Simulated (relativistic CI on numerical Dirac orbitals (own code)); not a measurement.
**d7 in a ligand field**

Computed with a parametric ligand-field model of a d^n configuration (Racah B and C, spin-orbit zeta, crystal field), exact diagonalisation.

Field parameters in Wybourne normalisation: D3d B²₀ = −7Dσ, B⁴₀ = −14Dq − 21Dτ, B⁴₃ = −14√(10/7) Dq; D4h B²₀ = −7Ds, B⁴₀ = 21(Dq − Dt), B⁴₄ = 21√(5/14) Dq; Td as Oh with Dq negative (B⁴₀ = 21Dq, B⁴₄ = √(5/14) B⁴₀). The field is a parameter set, without covalency.

Task: Ground term and bands for B = 440, C = 2160, ζ = 0 cm⁻¹, D3d, 10Dq = 7950, Dσ = -750, Dτ = 50 cm⁻¹?

Result: Ground term 4A2 with 2.01 electrons in the two orbitals of the cubic e set. Spin-allowed: 4E 1003 cm⁻¹, 4A1 7538 cm⁻¹ (1327 nm), 4E 8334 cm⁻¹ (1200 nm), 4A2 12219 cm⁻¹ (818 nm). Lowest spin-forbidden: 2E 2289 cm⁻¹, 2A2 8580 cm⁻¹ (1165 nm), 2E 9253 cm⁻¹ (1081 nm).

Task: Ground term and bands for B = 630, C = 2830, ζ = 0 cm⁻¹, D4h, 10Dq = 21950, Ds = -1500, Dt = 0 cm⁻¹?

Result: Ground term 2B1 with 1.02 electrons in the two orbitals of the cubic e set. Spin-allowed: 2A1 5791 cm⁻¹ (1727 nm), 2E 20544 cm⁻¹ (487 nm), 2B2 21303 cm⁻¹ (469 nm), 2E 23374 cm⁻¹ (428 nm). Lowest spin-forbidden: 4E 9962 cm⁻¹ (1004 nm), 4A2 14166 cm⁻¹ (706 nm), 4E 31393 cm⁻¹ (319 nm).

Task: Ground term and bands for B = 380, C = 1930, ζ = 0 cm⁻¹, Td, 10Dq = -7350 cm⁻¹?

Result: Ground term 4A2 with 4.00 electrons in the two orbitals of the cubic e set. Spin-allowed: 4T2 7350 cm⁻¹ (1361 nm), 4T1 10865 cm⁻¹ (920 nm), 4T1 16885 cm⁻¹ (592 nm). Lowest spin-forbidden: 2E 8534 cm⁻¹ (1172 nm), 2T1 8871 cm⁻¹ (1127 nm), 2T2 12392 cm⁻¹ (807 nm). With an A2 ground term the first spin-allowed band lies at |10Dq| itself.

Task: Ground term and bands for B = 600, C = 2130, ζ = 0 cm⁻¹, D4h, 10Dq = 14450, Ds = 1550, Dt = 780 cm⁻¹?

Result: Ground term 2A1 with 1.04 electrons in the two orbitals of the cubic e set. Spin-allowed: 2E 6631 cm⁻¹ (1508 nm), 2B1 9483 cm⁻¹ (1055 nm), 2B2 12626 cm⁻¹ (792 nm), 2A2 12909 cm⁻¹ (775 nm). Lowest spin-forbidden: 4A2 3763 cm⁻¹ (2658 nm), 4E 3994 cm⁻¹ (2504 nm), 4B2 8403 cm⁻¹ (1190 nm).

Task: Ground term and bands for B = 860, C = 3520, ζ = 0 cm⁻¹, Td, 10Dq = -3800 cm⁻¹?

Result: Ground term 4A2 with 4.00 electrons in the two orbitals of the cubic e set. Spin-allowed: 4T2 3800 cm⁻¹ (2632 nm), 4T1 6627 cm⁻¹ (1509 nm), 4T1 17673 cm⁻¹ (566 nm). Lowest spin-forbidden: 2E 15763 cm⁻¹ (634 nm), 2T1 16324 cm⁻¹ (613 nm), 2A1 17800 cm⁻¹ (562 nm). With an A2 ground term the first spin-allowed band lies at |10Dq| itself.
